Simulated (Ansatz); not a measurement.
System: C$_{4}$H$_{5}$GeS, net charge -1, singlet state. It need not be the lowest isomer of its formula. Whether it binds its extra electron was not tested at this geometry. 
Geometry from a B3LYP-D3(BJ)/def2-TZVP (Ansatz, a quantum-chemistry and plane-wave program) optimisation:
```xyz
11

Ge     1.8170    -0.2089    -0.4359
C     -0.2082     0.0194    -0.1568
C     -1.1948    -0.0167    -1.1166
C     -2.5260     0.1117    -0.6245
C     -2.5742     0.2390     0.7367
S     -0.9717     0.2087     1.3857
H      2.1125    -0.4310     1.1364
H      2.1274     1.3745    -0.3375
H     -0.9609    -0.1467    -2.1666
H     -3.4086     0.0993    -1.2535
H     -3.4477     0.3295     1.3646
```
Charge -1, spin multiplicity 1.

Basis-set convergence of Hartree-Fock and CCSD correlation energies (hartree) with Ansatz. Valence correlation only, unless marked. Spin-orbit coupling is left out. Frozen are the shells of the preceding noble gas and the d and f shells that filled before the atom's block. Non-relativistic. This anion needs diffuse functions, which these sets lack.

The Hartree-Fock reference is unstable (checked in the largest basis), which strains HF and MP2. 

```tsv
basis	functions	E(HF)	E(corr, CCSD)
def2-SVP	131	-2626.74218	-0.80779
def2-TZVPP	284	-2627.31930	-0.97843
def2-QZVPP	537	?	?
```

Task: Some entries are withheld; supply them.

Result: 
- def2-QZVPP, E(HF): -2627.38106
- def2-QZVPP, E(corr, CCSD): -1.03086
